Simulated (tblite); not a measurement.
Compound: C7H6N (doublet state).
Atom-mapped SMILES: `[H]/[C:1]=[C:2](/[C:3]#[C:4][C:5]#[N:6])[CH2:7][CH3:8]` (hydrogens: H9 on C1; H10, H11 on C7; H12, H13, H14 on C8)

Cartesian coordinates in Å at the GFN2-xTB level; atoms count from 1:
```
atom  x, y, z in Å
C1     0.8812   -2.0543    0.3534
C2     0.4406   -0.8306    0.2727
C3     1.2513    0.2292   -0.1840
C4     1.9196    1.1659   -0.5651
C5     2.6750    2.2098   -0.9957
N6     3.3074    3.0989   -1.3602
C7    -0.9882   -0.4099    0.6434
C8    -1.7516    0.0265   -0.5997
H9     0.5107   -3.0063    0.6515
H10   -0.9209    0.4151    1.3563
H11   -1.4906   -1.2504    1.1240
H12   -2.7624    0.3240   -0.3281
H13   -1.2588    0.8702   -1.0782
H14   -1.8139   -0.7888   -1.3174
```

Level: GFN2-xTB in tblite, geometry and Hessian alike; calculated harmonic values, unscaled, isolated species. Against measured fundamentals such values can be off by several per cent, at times by over 20. One conformer, not necessarily the lowest. Open shells enter through the occupations alone, without spin polarisation, and single modes of such species can be off by tens of per cent.

Harmonic wavenumbers (cm⁻¹): 50.1, 78.1, 107.2, 172.1, 202.5, 221.9, 281.3, 313.6, 463.1, 477.5, 495.0, 565.0, 600.5, 677.9, 740.2, 823.5, 910.9, 1037.8, 1064.9, 1085.6, 1225.3, 1238.6, 1290.4, 1409.3, 1463.4, 1489.2, 1497.0, 1672.6, 2276.1, 2347.5, 2970.1, 2995.7, 3029.9, 3037.2, 3041.2, 3206.5.

A = 4357, B = 991.9, C = 841.8 MHz; mass 104.050 u (most abundant isotopes); point group C1, symmetry number 1; spin multiplicity 2.

**Question.** What is the zero-point energy?

**Answer.** ½Σν̃ = 22279 cm⁻¹ = 63.70 kcal/mol.

**Question.** What is S at 200 K and 1 bar for an ideal gas of classical rigid rotors and harmonic oscillators?

**Answer.** Translation 37.88, rotation 27.68, vibration 17.16, spin (R ln 2) 1.38: S = 84.1 cal/(mol K).

**Question.** And Cp and H(200 K) − H(0)?

**Answer.** Cp = 26.24 cal/(mol K), of which vibrations give 18.29 (their classical limit is 36 R = 71.5); H(200 K) − H(0) = 3.47 kcal/mol without the zero-point energy, 1.88 from vibrations.

**Question.** Which modes carry the vibrational entropy at 200 K?

**Answer.** 50.1 cm⁻¹: 4.03; 78.1 cm⁻¹: 3.16; 107.2 cm⁻¹: 2.55; 172.1 cm⁻¹: 1.69; 202.5 cm⁻¹: 1.41; 221.9 cm⁻¹: 1.26 cal/(mol K); the other 30 give 3.08 together.

**Question.** Blend soft modes into free rotors: weight 1/[1 + (100 cm⁻¹/ν̃)⁴] for the oscillator and the rest for a rotor with moment μB/(μ + B), μ = h/(8π²ν), B = 10⁻⁴⁴ kg m². What vibrational entropy results?

**Answer.** 16.01 cal/(mol K) in place of 17.16, which changes −T·S at 200 K by +0.23 kcal/mol.

**Question.** How do the functions run with temperature in this model?

**Answer.** 
```
 T (K)  S (cal/(mol K))  Cp (cal/(mol K))  H − H(0) (kcal/mol)  G − H(0) (kcal/mol)  ln q(vib)
   150             77.1              22.2                 2.26                -9.31       2.70
   250             90.4              30.0                 4.88               -17.71       5.07
298.15             95.9              33.3                 6.40               -22.20       6.18
   400            106.6              39.7                10.13               -32.52       8.46
   600            124.7              49.4                19.10               -55.71      12.64
   900            146.7              59.0                35.46               -96.53      18.27
```

q(vib) and H(0) count from the zero-point level.

Hindered rotation and anharmonicity are outside this model. Other conformers, if any are populated, would add a mixing term that is left out. The structure is chiral; the term R ln 2 for an equal mix with its mirror image is left out.
